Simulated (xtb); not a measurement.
C6H12, triplet, at the geometry of the source list (a higher spin typed on purpose: for a closed-shell molecule this is an excited state); GFN2-xTB (xtb 6.7.1).

Here is a job for xtb.
```
$ xtb mol.xyz --gfn 2 --uhf 2 --acc 0.1 --json

# file mol.xyz
18

C     -0.67120000     1.11310000    -0.68100000
C      0.74460000     1.25770000    -0.12960000
C      1.45830000    -0.09140000    -0.13530000
C      0.67120000    -1.11310000     0.68100000
C     -0.74460000    -1.25770000     0.12960000
C     -1.45830000     0.09140000     0.13530000
H     -0.62190000     0.78380000    -1.72140000
H     -1.18010000     2.07930000    -0.65940000
H      1.30590000     1.97880000    -0.72800000
H      0.69690000     1.63700000     0.89380000
H      1.55240000    -0.44610000    -1.16420000
H      2.46480000     0.01750000     0.27470000
H      1.18010000    -2.07930000     0.65940000
H      0.62190000    -0.78380000     1.72140000
H     -1.30590000    -1.97880000     0.72800000
H     -0.69690000    -1.63700000    -0.89380000
H     -1.55240000     0.44610000     1.16420000
H     -2.46480000    -0.01750000    -0.27470000
```

Q: Predict the main parts of the log of this xtb run.

A: 
```
   ID    Z sym.   atoms
    1    6 C      1-6
    2    1 H      7-18

           -------------------------------------------------
          |                Calculation Setup                |
           -------------------------------------------------

           -------------------------------------------------
          |                 G F N 2 - x T B                 |
           -------------------------------------------------

          ...................................................
          :                      SETUP                      :
          :.................................................:
          :  # basis functions                  36          :
          :  # atomic orbitals                  36          :
          :  # shells                           24          :
          :  # electrons                        36          :
          :  max. iterations                   250          :
          :  Hamiltonian                  GFN2-xTB          :
          :  restarted?                      false          :
          :  GBSA solvation                  false          :
          :  PC potential                    false          :
          :  electronic temp.          300.0000000     K    :
          :  accuracy                    0.1000000          :
          :  -> integral cutoff          0.3500000E+02      :
          :  -> integral neglect         0.1000000E-08      :
          :  -> SCF convergence          0.1000000E-06 Eh   :
          :  -> wf. convergence          0.1000000E-04 e    :
          :  Broyden damping             0.4000000          :
          :  net charge                          0          :
          :  unpaired electrons                  2          :
          ...................................................

 iter      E             dE          RMSdq      gap      omega  full diag
   1    -18.7018085 -0.187018E+02  0.257E+00    0.40       0.0  T
   2    -18.7644661 -0.626576E-01  0.134E+00    0.14       1.0  T
   3    -18.7649182 -0.452109E-03  0.741E-01    0.16       1.0  T
   4    -18.7650802 -0.161967E-03  0.743E-02    0.17       1.0  T
   5    -18.7650824 -0.221251E-05  0.308E-02    0.17       1.0  T
   6    -18.7650872 -0.479517E-05  0.121E-02    0.17       2.0  T
   7    -18.7650877 -0.517183E-06  0.213E-03    0.17      11.1  T
   8    -18.7650878 -0.547183E-07  0.826E-04    0.17      28.5  T
   9    -18.7650878 -0.283088E-08  0.887E-05    0.17     265.9  T
  10    -18.7650878 -0.489919E-10  0.231E-05    0.17    1022.0  T

   *** convergence criteria satisfied after 10 iterations ***

 transition dipole moment (au) for excitation:          18          19
     X       Y       Z
   0.4258   0.7042  -0.2170  total (au/Debye):    0.851   2.163
 dE (eV)             :   13.756
 oscillator strength :  0.34524E+00

         :::::::::::::::::::::::::::::::::::::::::::::::::::::
         ::                     SUMMARY                     ::
         :::::::::::::::::::::::::::::::::::::::::::::::::::::
         :: total energy             -18.484135730026 Eh    ::
         :: gradient norm              0.218638939488 Eh/a0 ::
         :: HOMO-LUMO gap              0.171598765684 eV    ::
         ::.................................................::
         :: SCC energy               -18.765059573495 Eh    ::
         :: -> isotropic ES            0.002277246375 Eh    ::
         :: -> anisotropic ES          0.003997599061 Eh    ::
         :: -> anisotropic XC          0.007235634129 Eh    ::
         :: -> dispersion             -0.011413662476 Eh    ::
         :: repulsion energy           0.280923843469 Eh    ::
         :: add. restraining           0.000000000000 Eh    ::
         :: total charge               0.000000000131 e     ::
         :::::::::::::::::::::::::::::::::::::::::::::::::::::

           -------------------------------------------------
          |                Property Printout                |
           -------------------------------------------------

    * Orbital Energies and Occupations

         #    Occupation            Energy/Eh            Energy/eV
      -------------------------------------------------------------
         1        2.0000           -0.6351895             -17.2844
       ...           ...                  ...                  ...
         7        2.0000           -0.5258475             -14.3090
         8        2.0000           -0.4984125             -13.5625
         9        2.0000           -0.4984063             -13.5623
        10        2.0000           -0.4976633             -13.5421
        11        2.0000           -0.4714747             -12.8295
        12        2.0000           -0.4678716             -12.7314
        13        2.0000           -0.4678669             -12.7313
        14        2.0000           -0.4367342             -11.8841
        15        2.0000           -0.4367230             -11.8838
        16        1.9731           -0.4186691             -11.3926
        17        1.5161           -0.4153225             -11.3015
        18        1.5108           -0.4153023             -11.3010
        19        0.9521            0.0902166               2.4549 (HOMO)
        20        0.0254            0.0965228               2.6265 (LUMO)
        21        0.0226            0.0966366               2.6296
        22                          0.1105024               3.0069
        23                          0.1105306               3.0077
        24                          0.1153487               3.1388
        25                          0.1395664               3.7978
        26                          0.1863441               5.0707
        27                          0.1878914               5.1128
        28                          0.1879879               5.1154
        29                          0.1981917               5.3931
        30                          0.1982517               5.3947
       ...                                ...                  ...
        36                          0.3061385               8.3305
      -------------------------------------------------------------
                  HL-Gap            0.0063061 Eh            0.1716 eV
             Fermi-level           -0.1611025 Eh           -4.3838 eV

     #   Z          covCN         q      C6AA      α(0)
     1   6 C        3.806    -0.046    21.398     6.585
     2   6 C        3.805    -0.046    21.395     6.585
     3   6 C        3.806    -0.046    21.398     6.585
     4   6 C        3.806    -0.046    21.398     6.585
     5   6 C        3.805    -0.046    21.395     6.585
     6   6 C        3.806    -0.046    21.398     6.585
     7   1 H        0.924     0.003     3.001     2.709
     8   1 H        0.924     0.043     2.410     2.428
     9   1 H        0.924     0.043     2.412     2.429
    10   1 H        0.924     0.003     3.004     2.710
    11   1 H        0.924     0.003     3.001     2.709
    12   1 H        0.924     0.043     2.410     2.428
    13   1 H        0.924     0.043     2.410     2.428
    14   1 H        0.924     0.003     3.001     2.709
    15   1 H        0.924     0.043     2.412     2.429
    16   1 H        0.924     0.003     3.004     2.710
    17   1 H        0.924     0.003     3.001     2.709
    18   1 H        0.924     0.043     2.410     2.428

 Mol. C6AA /au·bohr⁶  :       2246.007639
 Mol. C8AA /au·bohr⁸  :      47302.935761
 Mol. α(0) /au        :         70.335903

Wiberg/Mayer (AO) data.
largest (>0.10) Wiberg bond orders for each atom

 ---------------------------------------------------------------------------
     #   Z sym  total        # sym  WBO       # sym  WBO       # sym  WBO
 ---------------------------------------------------------------------------
     1   6 C    3.821 --     2 C    0.933     6 C    0.930     7 H    0.916
                             8 H    0.871
     2   6 C    3.822 --     1 C    0.933     3 C    0.932    10 H    0.916
                             9 H    0.870
     3   6 C    3.821 --     2 C    0.932     4 C    0.930    11 H    0.916
                            12 H    0.871
     4   6 C    3.821 --     5 C    0.933     3 C    0.930    14 H    0.916
                            13 H    0.871
     5   6 C    3.822 --     4 C    0.933     6 C    0.932    16 H    0.916
                            15 H    0.870
     6   6 C    3.821 --     5 C    0.932     1 C    0.930    17 H    0.916
                            18 H    0.871
     7   1 H    0.989 --     1 C    0.916
     8   1 H    0.937 --     1 C    0.871
     9   1 H    0.936 --     2 C    0.870
    10   1 H    0.989 --     2 C    0.916
    11   1 H    0.989 --     3 C    0.916
    12   1 H    0.937 --     3 C    0.871
    13   1 H    0.937 --     4 C    0.871
    14   1 H    0.989 --     4 C    0.916
    15   1 H    0.936 --     5 C    0.870
    16   1 H    0.989 --     5 C    0.916
    17   1 H    0.989 --     6 C    0.916
    18   1 H    0.937 --     6 C    0.871
 ---------------------------------------------------------------------------

Topologies differ in total number of bonds
Writing topology from bond orders to xtbtopo.mol

molecular dipole:
                 x           y           z       tot (Debye)
 q only:       -0.000       0.000      -0.000
   full:       -0.000       0.000      -0.000       0.000
molecular quadrupole (traceless):
                xx          xy          yy          xz          yz          zz
 q only:        0.883       0.046       0.606       0.148      -0.819      -1.489
  q+dip:        0.371       0.013       0.249       0.064      -0.341      -0.620
   full:        0.855       0.045       0.587       0.143      -0.793      -1.442

           -------------------------------------------------
          | TOTAL ENERGY              -18.484135730026 Eh   |
          | GRADIENT NORM               0.218638939488 Eh/α |
          | HOMO-LUMO GAP               0.171598765684 eV   |
           -------------------------------------------------

normal termination of xtb
```
